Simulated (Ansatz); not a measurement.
`Brc1ccccc1`, 12 atoms. The species carries charge 0 and has multiplicity 1. Correlated methods include outer-core shells of Br, which these sets cover unevenly. Scalar relativity is left out up to krypton. All runs use 2 threads of an AMD EPYC 7R13 on a shared host and a share of an NVIDIA H100 80 GB. Correlated methods freeze the cores. Open-shell runs search over several starts.

Give the basis size and wall time and peak host memory of each of these runs in Ansatz. UKS r2SCAN-D4/def2-TZVPP energy of the cation; UHF-CCSD(T)/def2-TZVPP energy of the cation; RKS PBE0-D4/def2-QZVPP energy; UKS B3LYP-D4/def2-TZVPP energy of the cation; RKS HSE06 (plane-wave form)-D4/def2-TZVPP energy; RHF-CCSD(T)/def2-SVP energy; RKS LC-ωPBE/def2-TZVPP energy; direct RPA on PBE orbitals/def2-TZVPP energy; RKS ωB97M-V/def2-QZVPP energy; UHF-MP2/def2-QZVPP energy of the cation; UKS PBE-D4/def2-TZVPP energy of the cation; RHF-CCSD(T)/def2-TZVPP energy. (Estimate.)

Computed: Other jobs shared the machine, so times are rough.

```
                                    level                   job  functions  wall time  peak host memory (GiB)
                   RKS LC-ωPBE/def2-TZVPP                energy        304        2 s                    0.93
RKS HSE06 (plane-wave form)-D4/def2-TZVPP                energy        304      2.1 s                    0.89
                     RHF-CCSD(T)/def2-SVP                energy        141      3.2 s                    0.82
    direct RPA on PBE orbitals/def2-TZVPP                energy        304        6 s                     1.5
                   RKS PBE0-D4/def2-QZVPP                energy        581      7.5 s                     1.2
                   RHF-CCSD(T)/def2-TZVPP                energy        304      8.5 s                     0.9
                   RKS ωB97M-V/def2-QZVPP                energy        581       11 s                     1.2
                    UKS PBE-D4/def2-TZVPP  energy of the cation        304       11 s                    0.93
                  UKS B3LYP-D4/def2-TZVPP  energy of the cation        304       12 s                    0.94
                 UKS r2SCAN-D4/def2-TZVPP  energy of the cation        304       15 s                       1
                       UHF-MP2/def2-QZVPP  energy of the cation        581       39 s                     1.3
                   UHF-CCSD(T)/def2-TZVPP  energy of the cation        304      100 s                     2.1
```

B3LYP here is the variant with VWN-RPA as its local correlation; programs differ in this. LC-ωPBE has ω = 0.4 bohr⁻¹.
